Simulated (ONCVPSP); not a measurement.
**oxygen (O), ONCV: configuration errors across variants**

ONCVPSP 4.0.1 input, shortened (lines: element, Z, core and valence counts, functional; n l f; lmax; l rc ep ncon nbas qcut; lloc lpopt rc5 dvloc0; l nproj debl; icmod fcfact rcfact), LDA (Perdew-Wang 92), non-relativistic:

```
  O 8.00    1    2  -001012      upf
    1    0    2.00
    2    0    2.00
    2    1    2.50
    1
    0    0.65    0.00    4    8   10.40
    1    1.80    0.00    4    7    7.60
    4    5    0.60    0.00
    0    2    2.60
    1    1    3.40
    3    3.25    1.35
```

All-electron excitation energies from the reference (eV): (1) 2s2 2p4 -31.107; (2) 2s2 2p3 -14.514; (3) 2s2 2p2 19.207; (4) 2s2 2p0 150.142.

1 further variants failed, have other tests or too few solved ones, and are left out.

Errors AE − PS in meV (a dash: test not solved or not reliable):

```csv
change,(1),(2),(3),(4),bound ghosts,GHOST(+) flags above zero
base,+166,+35,+59,+3129,none,s
"local potential polynomial inside 0.60 bohr (lpopt 5, dvloc0 3.5 Ha)",+165,+35,+59,+3129,none,s
p: rc 1.7,+136,+30,+50,+2721,none,s
```

(1) Give the same row for: core correction Teter function, fcfact 3.25, rcfact 1.56.

## Answers

(1) +164, +35, +59, +3075; bound ghosts: none; GHOST(+) flags above zero: s.
